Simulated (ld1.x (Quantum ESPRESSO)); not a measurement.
Pb (Z = 82), TM: configuration errors across variants

ld1.x (Quantum ESPRESSO) 7.5 input, shortened:

```
&input
   title='Pb', zed=82., rel=2, dft='PZ', iswitch=3,
   config='[Xe] 4f14 5d10 6s2 6p2 6d-2', rel_dist='average'
 /
 &inputp
   pseudotype=2, tm=.true., lloc=2,
   nlcc=.false.
 /
3
6S  1  0   2.00   0.00  2.10  2.10  0.0
6P  2  1   2.00   0.00  2.15  2.15  0.0
6D  3  2  -2.00   0.05  2.05  2.05  0.0
 &test
   configts(1)='6s2 6p2'
 /
```

Open shells are filled in proportion to 2j + 1 (rel_dist='average').

All-electron excitation energies from the reference (eV): (1) 6s2 6p1 6.958; (2) 6s2 6p0 20.881; (3) 6s1 6p0 53.752; (4) 6s0 6p4 17.660; (5) 6s1 6p2 16.375; (6) 6s2 6p2.3 -0.893; (7) 6s1 6p3 8.644.

4 further variants failed, have other tests or too few solved ones, and are left out.

A true bound ghost makes a file unfit for plane-wave use even where its test errors are small: the radial tests pick states by their node count and pass the ghost by.

Errors AE − PS in meV (a dash: test not solved or not reliable):

| change | (1) | (2) | (3) | (4) | (5) | (6) | (7) | bound ghosts |
| --- | --- | --- | --- | --- | --- | --- | --- | --- |
| base | +6.9 | +58 | +253 | +90 | +6.7 | +0.1 | +16 | s, p3/2, p1/2 |
| core correction a·sin(br)/r model core inside 1.24 bohr | -18 | -129 | -641 | -133 | -93 | -0.7 | -35 | s, p3/2, p1/2 |
| wave 6d channel at 0.05 Ry: rc 2.05 bohr becomes 6d channel at 0.05 Ry: rc 2.52 bohr | +9.5 | – | – | +86 | +8.4 | +0.1 | +17 | s, p3/2, p1/2 |
| wave 6d channel at 0.05 Ry: rc 2.05 bohr becomes 6d channel at 0.44 Ry: rc 2.05 bohr | +7.9 | +62 | +263 | +91 | +9.2 | +0.1 | +17 | s, p3/2, p1/2 |
| wave 6s (bound): rc 2.10 bohr becomes 6s (bound): rc 2.84 bohr | – | +71 | +207 | +5.0 | -23 | +0.1 | -6.5 | s, p3/2, p1/2 |
| wave 6p (bound): rc 2.15 bohr becomes 6p (bound): rc 3.10 bohr | +5.3 | +44 | +220 | +100 | +10 | +0.1 | +19 | s, p1/2, p3/2 |
| all radii scaled by about 1.36 (s 2.86, p 2.92, d 2.78 bohr) | +2.8 | +57 | – | -4.1 | -42 | -0.2 | -9.0 | s, p1/2, p3/2 |

Task: Give the same row for: all radii scaled by about 0.75 (s 1.56, p 1.60, d 1.54 bohr).

Result: +11, +82, +237, +198, +23, +0.2, +38; bound ghosts: s, p1/2, p3/2, d5/2 (extra level of the local part), d3/2 (extra level of the local part).
